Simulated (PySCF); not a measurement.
**Multinuclear NMR of C₃H₁₂OSi₂**

Molfile (atoms numbered from 1):
```
C3H12OSi2
     RDKit          3D

 18 17  0  0  0  0  0  0  0  0999 V2000
   -2.3447   -1.2199    0.1949 C   0  0  0  0  0  0  0  0  0  0  0  0
   -1.5946    0.5170    0.0972 Si  0  0  0  0  0  4  0  0  0  0  0  0
    0.0999    0.3943   -0.7901 C   0  0  1  0  0  0  0  0  0  0  0  0
    0.7928    1.7327   -0.9875 C   0  0  0  0  0  0  0  0  0  0  0  0
    0.8528   -0.4617    0.0532 O   0  0  0  0  0  0  0  0  0  0  0  0
    2.3463   -1.0587   -0.0884 Si  0  0  0  0  0  4  0  0  0  0  0  0
   -3.2598   -1.2182    0.7791 H   0  0  0  0  0  0  0  0  0  0  0  0
   -1.6514   -1.9136    0.6621 H   0  0  0  0  0  0  0  0  0  0  0  0
   -2.5847   -1.6067   -0.7921 H   0  0  0  0  0  0  0  0  0  0  0  0
   -2.4655    1.4239   -0.6662 H   0  0  0  0  0  0  0  0  0  0  0  0
   -1.3525    1.0583    1.4374 H   0  0  0  0  0  0  0  0  0  0  0  0
    0.0089   -0.0927   -1.7709 H   0  0  0  0  0  0  0  0  0  0  0  0
    0.1690    2.3863   -1.5917 H   0  0  0  0  0  0  0  0  0  0  0  0
    1.7522    1.5982   -1.4856 H   0  0  0  0  0  0  0  0  0  0  0  0
    0.9681    2.2048   -0.0240 H   0  0  0  0  0  0  0  0  0  0  0  0
    2.3420   -1.9740    1.0427 H   0  0  0  0  0  0  0  0  0  0  0  0
    3.3814   -0.0258    0.0302 H   0  0  0  0  0  0  0  0  0  0  0  0
    2.5309   -1.7379   -1.3769 H   0  0  0  0  0  0  0  0  0  0  0  0
  1  2  1  0
  2  3  1  0
  3  4  1  0
  3  5  1  0
  5  6  1  0
  1  7  1  0
  1  8  1  0
  1  9  1  0
  2 10  1  0
  2 11  1  0
  3 12  1  6
  4 13  1  0
  4 14  1  0
  4 15  1  0
  6 16  1  0
  6 17  1  0
  6 18  1  0
M  END
```

A single conformation, no solvent, averaged over atoms made equivalent by symmetry, fast rotation or ring inversion, no relativistic terms. Shieldings: GIAO PBE0/pcSseg-1; GFN2-xTB geometry; PySCF 2.14.0 with density-fitted response routines.

**Question.** Predict the ²⁹Si NMR data.

**Answer.** 
```
atoms                 environment  σ (ppm)  δ (ppm)
  Si2  silicon bonded to 2 C, 2 H    384.6    -36.2
  Si6    silicon bonded to O, 3 H    391.9    -42.2
```

Shieldings were converted by a linear fit to measured shifts: ²⁹Si: δ = 279.94 − 0.822σ (rms 8.9 ppm, 72 shifts, 25.8 ppm with the 6 outliers that the fit left out vs TMS, solution or neat liquid). A few per cent of atoms miss by over 2 rms, more outside the fitted compound classes.

On a 500 MHz spectrometer ²⁹Si resonates near 99.3 MHz, so 1 ppm is 99.3 Hz.

**Question.** What are the ¹⁷O shifts?

**Answer.** 
```
atoms             environment  σ (ppm)  δ (ppm)
   O5  oxygen bonded to C, Si    314.0    -19.3
```

Shieldings were converted by a linear fit to measured shifts: ¹⁷O: δ = 266.70 − 0.911σ (rms 10.7 ppm, 155 shifts, 12.2 ppm with the 3 outliers that the fit left out vs liquid water, solution or neat liquid). Occasional misses reach two or three times the rms, and more in compound classes unlike the fitted ones.

On a 500 MHz spectrometer ¹⁷O resonates near 67.8 MHz, so 1 ppm is 67.8 Hz.
